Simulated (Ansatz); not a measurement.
Born–Oppenheimer molecular dynamics of CH$_{4}$ClFN$_{2}$Sn (10 atoms, charge 0, multiplicity 1). It starts at the highest image of a converged band. Of that band: Neighbouring images differ by up to 1.9 eV, so the band resolves the path poorly. A vibrational analysis at the climbing image gives one clearly imaginary mode, 1002i cm⁻¹: a first-order saddle point.

Method: RKS PBE0-D4/def2-SVP in Ansatz.

```json
{
  "ensemble": "NVE (velocity Verlet)",
  "time step": "0.5 fs",
  "steps asked": "158",
  "starting velocities drawn for": "300 K",
  "seed": "12214"
}
```

First frame:

```xyz
10
Properties=species:S:1:pos:R:3
F -1.102 -2.938 0.781
Sn 0.102 -1.402 0.841
Cl 1.956 -2.200 -0.454
N -0.806 0.012 -0.563
C -0.296 1.157 -0.048
N 0.950 1.073 0.587
H -1.777 0.048 -0.871
H -0.972 1.914 0.390
H 0.470 1.828 -0.683
H 1.557 0.458 0.023
```

Question: What does the run give?

Answer: The run went to its last step.

* steps done: 158
* time covered: 79 fs
* mean temperature over the second half: 1036 K
* spread of the potential energy over the second half: 18.7 meV per atom
* mean potential energy of the second half above the start: -76.1 meV per atom

The conserved energy stayed within 0.075 meV per atom of its start (net change -0.033 meV per atom), so the integration is sound. The system heated up, since it started high on the potential surface and ran downhill. A run of 0.079 ps of so small a system gives no equilibrium averages. The orbitals stay closed-shell, which can raise the energy where a bond breaks towards radicals; this wasn't checked here.

Question: What happens to the structure?

Answer: The step under study would form N4–H9 and break C5–H9. These pairs go: N4–H9 2.22 → 2.06 Å, C5–H9 1.20 → 1.13 Å. In the last frame they stand as before the step (other bonds may differ from the relaxed reactants and products). Also joined: Sn2–N6 2.63 → 2.11 Å. It ends as one piece, CH4ClFN2Sn. Pairs count as bonded within 1.25 times the sum of covalent radii (0.12 Å more for H–H). This is one draw of velocities; another would differ in detail.

Question: How do temperature and energy run in time?

Answer: 
| time (fs) | T (K) | potential energy less start (eV) | conserved less start (meV/atom) |
| --- | --- | --- | --- |
| 0.0 | 300 | 0.000 | 0.00 |
| 2.5 | 253 | 0.049 | 0.05 |
| 5.0 | 195 | 0.109 | 0.04 |
| 7.5 | 161 | 0.144 | 0.07 |
| 10.0 | 208 | 0.095 | 0.04 |
| 12.5 | 276 | 0.025 | 0.04 |
| 15.0 | 337 | -0.038 | 0.04 |
| 17.5 | 410 | -0.114 | 0.03 |
| 20.0 | 491 | -0.197 | 0.04 |
| 22.5 | 567 | -0.276 | -0.01 |
| 25.0 | 546 | -0.254 | 0.02 |
| 27.5 | 488 | -0.194 | 0.03 |
| 30.0 | 465 | -0.170 | 0.08 |
| 32.5 | 574 | -0.283 | 0.03 |
| 35.0 | 722 | -0.436 | 0.03 |
| 37.5 | 855 | -0.574 | -0.02 |
| 40.0 | 871 | -0.590 | 0.02 |
| 42.5 | 841 | -0.559 | 0.03 |
| 45.0 | 835 | -0.553 | 0.04 |
| 47.5 | 901 | -0.621 | 0.04 |
| 50.0 | 1024 | -0.749 | -0.02 |
| 52.5 | 1052 | -0.778 | 0.00 |
| 55.0 | 986 | -0.710 | -0.01 |
| 57.5 | 868 | -0.587 | 0.06 |
| 60.0 | 856 | -0.575 | 0.04 |
| 62.5 | 931 | -0.652 | 0.04 |
| 65.0 | 1057 | -0.782 | 0.00 |
| 67.5 | 1129 | -0.857 | 0.01 |
| 70.0 | 1150 | -0.879 | 0.03 |
| 72.5 | 1193 | -0.923 | 0.04 |
| 75.0 | 1320 | -1.055 | 0.03 |
| 77.5 | 1450 | -1.190 | -0.04 |

Time of the run: 8.7 min on 2 threads of Intel(R) Xeon(R) Platinum 8488C (Sapphire Rapids) (shared host), peak memory 0.35 GiB.
